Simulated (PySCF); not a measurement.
Task: Write a Z-matrix for `Fc1cc[b-](C(F)(F)F)cc1` as optimised with PBE0-D3(BJ)/def2-SVP. (Charge -1.)

Result: 
Z-matrix in Å and degrees, rows numbered from 1:
```
F 
C   1  1.3642
C   2  1.3931  1  118.53
C   3  1.3982  2  120.80  1   179.84
B   4  1.5056  3  119.23  2     0.08
C   5  1.6069  4  121.90  3   178.05
F   6  1.3606  5  114.34  4   157.78
F   6  1.3605  5  114.30  4    37.14
F   6  1.3650  5  113.63  4   -82.50
C   5  1.5044  4  116.71  3    -0.18
C   2  1.3924  1  118.31  3   179.78
H   3  1.0980  2  116.89  1     0.08
H   4  1.0981  3  116.72  2  -179.55
H  10  1.0977  5  123.66  4  -179.33
H  11  1.0979  2  116.93  1    -0.14
```

C2 (aromatic C–F carbon) is planar (angles 123.2°, 118.5° and 118.3°, sum 360.0°, 0.00 Å off the plane of its three neighbours). The 6-membered ring C2–C3–C4–B5–C10–C11 has internal angles of 116.7° to 123.2° (sum 720°, against 720° for a flat polygon); it is planar, 0.00 Å rms from its mean plane, widest ring torsion 0°. Of the pairs four or more bonds apart, F7···H14 is among the closest relative to their van der Waals radii: 2.78 Å, 104 % of the sum of Bondi's values. C3 (aromatic CH carbon) is planar (angles 122.3°, 120.8° and 116.9°, sum 360.0°, 0.00 Å off the plane of its three neighbours).

The calculation used PySCF 2.14.0, PBE0-D3(BJ)/def2-SVP geometry optimisation, gas phase.

Point group: near Cs, missed by 0.24 Å at most; the miss may be what the optimiser left on a soft mode. Not checked by PBE0-D3(BJ)/def2-SVP frequencies. The geometry's basis has no diffuse functions, a weakness for an anion.

Cost: about 5 min of CPU time on one thread; the machine was shared, so the figure is rough. These figures are those of the optimisation.
